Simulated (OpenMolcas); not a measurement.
Cu2+ in KCdF3: curves along the breathing mode

Cu2+ with its 6 nearest fluoride ions, on the Cd site of idealised cubic KCdF3 (a = 4.302 Å, distance in the model lattice 2.151 Å). The rest of the host is ab initio model potentials to 7.6 Å, with orthogonalisation functions on the cations behind the ligands, and point charges beyond; the distance is set by hand and nothing relaxes. Ligand basis ANO-RCC-VDZP.

| Item | Value |
| --- | --- |
| Program | OpenMolcas 26.06 |
| Method | CASSCF |
| Basis | ANO-RCC-VDZP [5s4p2d1f] |
| Scalar Hamiltonian | DKH2, point nucleus |
| Active space | 9 electrons in 5 orbitals (3d) |
| State averaging | 2S+1 = 2 even, 5 roots |
| Spin-orbit coupling | RASSI with atomic mean-field integrals over the reference wave functions |

Spin-free energies (labels of O, the rotations of Oh) in cm-1 above the lowest fitted minimum, as all ligands move together:

```
R (Å)     2E    2T2
1.942   1110   8220
1.987    -30   6200
2.033    870   6310
2.079   3690   8460
2.125   8340  12550
 2.17  14640  18370
2.216  22910  26210
```

Cubic fits give the following; the wavenumber is harmonic, with the mass of all moving ligands, small differences in it between states hang on the degree of the fit, a number in brackets counts states of one label, and the table is a selection of at most 14 states with clean curves.

```tsv
State	R0 (Å)	Breathing mode (cm-1)	Minimum (cm-1)
2E	1.990	528	0
2T2	2.008	541	6000
```

The minimum of 2T2 is shifted by +0.0182 Å against 2E (from the unrounded fits). With M = 114.0 u for the moving shell, the Huang-Rhys factor in this mode is S = M ω ΔR² / 2ħ = 0.01483 × 114.0 × 528 × 0.0182² = 0.30. Only the first shell moves, against a rigid host.

An orbital doublet at a regular site is open to a Jahn-Teller distortion, which this geometry leaves out. Ligand-to-metal charge-transfer states are missing. With metal d orbitals alone and no dynamic correlation 10Dq can be off by a tenth to a fifth, either way, in oxide and fluoride hosts. No measured value stands beside these numbers.
